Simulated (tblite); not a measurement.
A geometry optimisation, step by step.

Compound: C5H7BrF2Si.
SMILES with atom numbers: `[F:1][CH:2]([F:3])[SiH2:4][CH2:5][C:6]#[C:7][CH2:8][Br:9]` (hydrogens: H10 on C2; H11, H12 on Si4; H13, H14 on C5; H15, H16 on C8)

Computed with GFN2-xTB (tblite), gas phase: L-BFGS steps from a force-field or distance-geometry start until the largest atomic force falls under 0.01 eV/Å. 7 of its 134 geometries are shown.

Step 0: E = -801.7974 eV, largest atomic force 2.087 eV/Å
```
atom  x, y, z in Å  |  force x, y, z in eV/Å
F1      3.117   -0.916   -0.943    0.576   0.319   0.828
C2      3.133   -0.241    0.272    0.762  -0.318  -0.027
F3      4.129    0.720    0.225   -0.534  -0.970  -0.057
Si4     1.436    0.551    0.486    0.082   1.884   0.893
C5      0.310   -0.372   -0.632   -1.405  -0.654  -1.043
C6     -1.075   -0.251   -0.165   -1.316   0.097   0.089
C7     -2.227   -0.165    0.223    1.275  -0.181  -0.523
C8     -3.619   -0.066    0.674    0.565  -1.519  -0.683
Br9    -4.258    1.749    0.560   -0.162   0.333   0.180
H10     3.360   -0.960    1.101    0.350   0.304  -0.811
H11     1.580    1.938   -0.006   -0.025  -0.159   0.155
H12     1.058    0.556    1.897    0.055  -0.094   0.074
H13     0.575   -1.450   -0.673   -0.240   0.523  -0.205
H14     0.433    0.091   -1.657   -0.389  -0.717   0.795
H15    -3.678   -0.483    1.695   -0.190   0.526  -0.244
H16    -4.282   -0.693    0.003    0.596   0.628   0.578
```

Step 22: E = -802.1671 eV, largest atomic force 0.048 eV/Å
```
atom  x, y, z in Å  |  force x, y, z in eV/Å
F1      3.235   -0.912   -0.913    0.013   0.023   0.002
C2      3.163   -0.242    0.275   -0.006   0.008   0.000
F3      4.168    0.675    0.250   -0.006  -0.003   0.009
Si4     1.437    0.639    0.479   -0.004   0.022   0.015
C5      0.250   -0.361   -0.639    0.010  -0.001   0.000
C6     -1.119   -0.256   -0.205    0.005  -0.016  -0.003
C7     -2.252   -0.232    0.187   -0.014  -0.015   0.009
C8     -3.607   -0.122    0.646   -0.028   0.036  -0.007
Br9    -4.230    1.764    0.585    0.014  -0.015   0.016
H10     3.419   -0.969    1.060    0.001   0.009  -0.015
H11     1.589    2.028    0.051   -0.001  -0.047  -0.007
H12     1.091    0.533    1.900    0.014  -0.011  -0.030
H13     0.534   -1.418   -0.646   -0.009  -0.007   0.020
H14     0.323   -0.011   -1.672    0.000   0.009   0.008
H15    -3.706   -0.432    1.687   -0.001   0.015   0.000
H16    -4.302   -0.676    0.014    0.011  -0.007  -0.017
```

Step 44: E = -802.1799 eV, largest atomic force 0.074 eV/Å
```
atom  x, y, z in Å  |  force x, y, z in eV/Å
F1      3.409   -0.636   -1.037   -0.022   0.014   0.054
C2      3.214   -0.189    0.239    0.007   0.026  -0.006
F3      4.148    0.783    0.442   -0.010  -0.021  -0.009
Si4     1.438    0.578    0.464    0.003  -0.015  -0.016
C5      0.227   -0.479   -0.573   -0.012   0.000   0.004
C6     -1.139   -0.325   -0.141   -0.003  -0.004   0.012
C7     -2.282   -0.258    0.222   -0.003   0.035  -0.016
C8     -3.648   -0.075    0.624    0.009   0.012  -0.018
Br9    -4.142    1.849    0.640    0.033   0.004   0.028
H10     3.482   -1.018    0.912   -0.047   0.000  -0.057
H11     1.517    1.945   -0.040   -0.011   0.029  -0.001
H12     1.161    0.514    1.899   -0.005  -0.015   0.027
H13     0.487   -1.540   -0.532    0.022   0.016   0.013
H14     0.287   -0.170   -1.621    0.031  -0.047  -0.007
H15    -3.824   -0.435    1.640   -0.007   0.011  -0.043
H16    -4.343   -0.535   -0.080    0.016  -0.044   0.034
```

Step 66: E = -802.2093 eV, largest atomic force 0.089 eV/Å
```
atom  x, y, z in Å  |  force x, y, z in eV/Å
F1      3.509   -0.011   -1.201   -0.064   0.008   0.062
C2      3.193   -0.064    0.127    0.030   0.018  -0.008
F3      4.075    0.764    0.754   -0.021  -0.032  -0.019
Si4     1.377    0.545    0.456    0.009   0.017   0.003
C5      0.249   -0.718   -0.433    0.008  -0.008   0.010
C6     -1.133   -0.465   -0.120    0.040   0.017   0.018
C7     -2.275   -0.267    0.192   -0.031  -0.020  -0.012
C8     -3.632    0.031    0.553   -0.007  -0.009  -0.005
Br9    -3.896    1.984    0.814    0.022  -0.023  -0.004
H10     3.426   -1.086    0.463    0.013   0.028  -0.005
H11     1.239    1.886   -0.101    0.023  -0.001  -0.006
H12     1.203    0.495    1.910    0.016  -0.001  -0.022
H13     0.502   -1.734   -0.117   -0.030  -0.006  -0.023
H14     0.395   -0.663   -1.515   -0.028  -0.008   0.023
H15    -3.905   -0.429    1.504    0.007   0.006  -0.007
H16    -4.337   -0.259   -0.227    0.011   0.015  -0.005
```

Step 89: E = -802.2133 eV, largest atomic force 0.021 eV/Å
```
atom  x, y, z in Å  |  force x, y, z in eV/Å
F1      3.475    0.108   -1.220    0.002  -0.006   0.000
C2      3.189   -0.036    0.106   -0.004  -0.012  -0.010
F3      4.071    0.760    0.771    0.004   0.015  -0.003
Si4     1.371    0.535    0.468   -0.001   0.010   0.004
C5      0.252   -0.765   -0.382   -0.006   0.010   0.013
C6     -1.131   -0.506   -0.078   -0.011   0.017  -0.004
C7     -2.284   -0.302    0.189    0.004   0.010   0.002
C8     -3.636    0.044    0.523   -0.001  -0.005   0.005
Br9    -3.805    1.996    0.857    0.011  -0.002  -0.001
H10     3.442   -1.073    0.371    0.004  -0.006   0.000
H11     1.218    1.864   -0.117   -0.010  -0.013   0.004
H12     1.222    0.507    1.923    0.002  -0.001  -0.001
H13     0.508   -1.773   -0.044   -0.009  -0.008   0.014
H14     0.390   -0.739   -1.466    0.005   0.007  -0.010
H15    -3.960   -0.436    1.447    0.002  -0.014  -0.006
H16    -4.330   -0.174   -0.288    0.008  -0.001  -0.008
```

Step 111: E = -802.2168 eV, largest atomic force 0.059 eV/Å
```
atom  x, y, z in Å  |  force x, y, z in eV/Å
F1      3.393    0.040   -1.270    0.007   0.005   0.001
C2      3.188   -0.028    0.077    0.004   0.010  -0.006
F3      4.101    0.811    0.641   -0.033   0.003  -0.016
Si4     1.381    0.536    0.510    0.008  -0.005   0.004
C5      0.259   -0.769   -0.327   -0.010   0.003   0.011
C6     -1.130   -0.498   -0.060    0.028   0.004   0.008
C7     -2.289   -0.302    0.182   -0.043   0.011   0.012
C8     -3.649    0.047    0.478   -0.007  -0.013  -0.006
Br9    -3.789    1.971    0.959   -0.004  -0.010   0.007
H10     3.467   -1.046    0.385    0.010  -0.023   0.008
H11     1.185    1.861   -0.070    0.008   0.007   0.003
H12     1.292    0.509    1.970   -0.016  -0.008  -0.010
H13     0.495   -1.774    0.035    0.018   0.003   0.002
H14     0.425   -0.761   -1.408   -0.016  -0.010   0.007
H15    -4.037   -0.500    1.340    0.039   0.017  -0.041
H16    -4.300   -0.086   -0.386    0.007   0.005   0.016
```

Step 133: E = -802.2200 eV, largest atomic force 0.009 eV/Å
```
atom  x, y, z in Å  |  force x, y, z in eV/Å
F1      3.310    0.004   -1.331    0.002  -0.002   0.001
C2      3.189   -0.005    0.029   -0.003   0.001   0.001
F3      4.095    0.899    0.494    0.000  -0.003   0.001
Si4     1.393    0.521    0.544   -0.002  -0.002  -0.001
C5      0.263   -0.809   -0.239    0.001   0.002   0.001
C6     -1.126   -0.508   -0.014   -0.004  -0.001   0.005
C7     -2.292   -0.284    0.165    0.000  -0.005  -0.004
C8     -3.659    0.076    0.407    0.003   0.003   0.002
Br9    -3.787    1.920    1.139    0.002   0.003   0.005
H10     3.531   -0.995    0.366    0.000   0.005   0.005
H11     1.163    1.848   -0.018   -0.006  -0.006  -0.002
H12     1.355    0.484    2.007    0.001   0.003  -0.005
H13     0.483   -1.794    0.182    0.001  -0.001   0.002
H14     0.443   -0.866   -1.317    0.000   0.003  -0.008
H15    -4.123   -0.567    1.155    0.004  -0.002  -0.004
H16    -4.246    0.085   -0.511   -0.001   0.001   0.001
```

**Question.** Summarise the path.

**Answer.** The energy falls by 0.4226 eV from step 0 to step 133; nine tenths of that is first reached at step 42. It rises by more than 0.2 meV at step 56. The largest force goes from 2.087 to 0.009 eV/Å. Among the bonds Si4–C5 changes most, from 1.836 to 1.913 Å; the atoms move by 0.638 Å rms after alignment.

**Question.** Follow the three bonds and two angles with the largest change from start to end.

**Answer.** 
```tsv
step	E above end (eV)	largest force (eV/Å)	Si4–C5 (Å)	C8–Br9 (Å)	C2–Si4 (Å)	Br9–C8–H15 (°)	Si4–C2–H10 (°)
0	0.4226	2.087	1.836	1.927	1.885	113.1	111.6
6	0.0799	0.263	1.896	1.991	1.933	106.1	116.1
12	0.0605	0.184	1.916	1.987	1.946	105.1	116.3
17	0.0550	0.091	1.911	1.981	1.949	105.5	116.5
23	0.0527	0.047	1.912	1.988	1.948	105.7	115.4
29	0.0516	0.038	1.912	1.982	1.946	105.5	115.1
35	0.0486	0.072	1.913	1.988	1.946	105.4	115.8
40	0.0445	0.086	1.912	1.982	1.949	105.8	116.5
46	0.0393	0.175	1.916	1.988	1.939	105.8	116.7
52	0.0322	0.108	1.914	1.983	1.950	105.1	115.9
58	0.0181	0.084	1.912	1.985	1.939	105.2	115.9
64	0.0119	0.091	1.911	1.987	1.941	105.5	115.6
69	0.0097	0.058	1.912	1.986	1.942	105.5	116.0
75	0.0079	0.024	1.912	1.987	1.941	105.4	116.9
81	0.0075	0.012	1.913	1.986	1.940	105.6	116.7
87	0.0069	0.023	1.914	1.988	1.941	105.5	116.7
93	0.0063	0.024	1.913	1.987	1.941	105.5	116.9
98	0.0058	0.020	1.913	1.987	1.941	105.7	116.6
104	0.0050	0.032	1.913	1.988	1.941	105.6	116.3
110	0.0035	0.064	1.915	1.988	1.942	105.5	116.3
116	0.0017	0.046	1.915	1.987	1.942	105.7	116.4
121	0.0011	0.035	1.913	1.989	1.942	105.5	116.5
127	0.0003	0.064	1.913	1.987	1.941	105.7	116.8
133	0.0000	0.009	1.913	1.988	1.942	105.5	116.7
```

The cost below is that of the whole relaxation. The run took 0.97 s wall on one thread of an Arm Neoverse V2, no GPU (shared host).
